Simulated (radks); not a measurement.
Results of a calculation; reference values are marked as such.
All-electron atom: Ni XXVIII in 1s1 (the NIST ground configuration).

Level of theory: scalar-relativistic Kohn-Sham, LDA (Slater exchange, VWN5 correlation), spin-polarised, spherical densities, finite nucleus; open shells are filled with parallel spins first; Fermi nuclear charge, rms radius 3.7757 fm (a radial shooting solver on a logarithmic mesh with Libxc functionals).

Energy parts (hartree):
part                      energy
total                 -394.98307
kinetic                403.42381
electron-nucleus      -799.59863
Hartree                  8.87008
exchange-correlation    -7.67834

Orbitals (lengths in bohr, moments of r in powers of bohr; <r^-3> diverges for s and p1/2; r(max) is where P^2 peaks):
orbital	occ.	eigenvalue (hartree)	r(max)	<r^2>	<r^-3>
1s up	1	-388.6558	0.03499	0.003752	-

The highest occupied level is 1s up at -10575.9 eV. The spin density at the nucleus is 9197 e/bohr^3 (1s 9197). Spin moment in Bohr magnetons: 1.
